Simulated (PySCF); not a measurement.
# Stationary points of MnO₃

All numbers come from PBE0/[Mn def2-SVP, O def2-SVP], no relativity, density fitting, PySCF.

Relaxations began from a few typed shapes; open shells are unrestricted. The search is not exhaustive: other isomers or separated fragments can lie lower, and high-lying points may rest on an excited occupation.

Task: Which is the lowest minimum found?
A. doublet D3h: Mn–O 1.554 Å (×3); O–Mn–O 120.0° (×3)
B. doublet C3v: Mn–O 1.552 Å (×3); O–Mn–O 119.3° (×3)

Result: B. The others lie at 0.1 (doublet D3h, a saddle point) kJ/mol above it.

Formally Mn is in oxidation state +6, d1, with 1 unpaired electron. The Mulliken spin on Mn is 1.61. The polar-tensor charge on Mn, 1.25, is far below the formal one.

For the lowest minimum: other spin states or occupations of the open shell can lie lower.
